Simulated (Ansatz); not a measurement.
Frontier orbitals of C2H9NSi, SMILES `CNC[SiH3]`.

```xyz
13

C    -1.989    0.307   -0.271
N    -0.727   -0.398   -0.226
C     0.400    0.456    0.090
Si    2.004   -0.528    0.117
H    -2.803   -0.399   -0.450
H    -2.214    0.873    0.649
H    -1.979    1.019   -1.101
H    -0.782   -1.160    0.438
H     0.283    1.014    1.038
H     0.494    1.218   -0.694
H     3.117    0.325    0.615
H     2.343   -1.034   -1.238
H     1.852   -1.693    1.034
```

The species carries charge 0 and has multiplicity 1. The structure was optimised at the PBE0-D4/def2-TZVP level. It is one conformer, not always the lowest. Basis def2-TZVPP, Ansatz 0.2.0.

```
functional  HOMO (eV)  LUMO (eV)
   r2SCAN0      -6.76       0.98
```

**Question.** Give HOMO and LUMO (eV) with LDA (SPW92), PBE, revPBE, BLYP, r2SCAN, B97M-V, PBE0, B3LYP, r2SCANh, HSE06 (plane-wave form), BHLYP, CAM-B3LYP, LC-ωPBE, ωB97X-V, ωB97M-V, HF. (An estimate is asked.)

**Answer.** Ansatz gave: 
```tsv
functional	HOMO	LUMO
LDA (SPW92)	-5.24	-0.38
PBE	-5.16	-0.17
revPBE	-5.11	-0.07
BLYP	-5.07	-0.09
r2SCAN	-5.43	0.36
B97M-V	-5.66	-0.05
PBE0	-6.56	0.65
B3LYP	-6.35	0.38
r2SCANh	-5.96	0.62
HSE06 (plane-wave form)	-6.16	0.28
BHLYP	-7.93	1.36
CAM-B3LYP	-7.98	1.50
LC-ωPBE	-9.32	2.72
ωB97X-V	-9.00	2.54
ωB97M-V	-8.93	2.15
HF	-10.10	3.31
```

B3LYP here is the variant with VWN-RPA as its local correlation; programs differ in this. LC-ωPBE has ω = 0.4 bohr⁻¹. Positive LUMOs are unbound and depend on the basis.
